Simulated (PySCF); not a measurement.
B(F)(GeH3)(Me), SMILES C[B](F)[GeH3], B3LYP/def2-SVP optimised geometry.

```
10

B     -0.78     0.48     0.00
F     -0.79     1.11     1.17
Ge    -0.05    -1.49     0.00
H      1.50    -1.49     0.00
H     -0.50    -2.29     1.25
H     -0.50    -2.28    -1.25
C     -1.30     1.22    -1.28
H     -2.24     0.74    -1.60
H     -0.60     1.10    -2.12
H     -1.50     2.29    -1.11
```

Density from B3LYP/def2-TZVP run with PySCF at that geometry.

Minimum of the electron density along straight lines between bonded atoms, close to the bond critical point (lines longer than 1.1 times the sum of covalent radii, or with two minima, are not listed):

```tsv
bond	length / Å	ρ at the minimum / e bohr⁻³	∇²ρ there / e bohr⁻⁵	position (fraction from the first atom)
B1–F2	1.332	0.197	1.22	0.34
B1–Ge3	2.101	0.111	-0.13	0.50
Ge3–H4	1.549	0.129	0.07	0.59
Ge3–H5	1.546	0.130	0.06	0.59
Ge3–H6	1.547	0.130	0.07	0.59
B1–C7	1.564	0.197	-0.41	0.33
C7–H8	1.107	0.261	-0.84	0.64
C7–H9	1.104	0.265	-0.87	0.64
C7–H10	1.102	0.269	-0.89	0.64
```
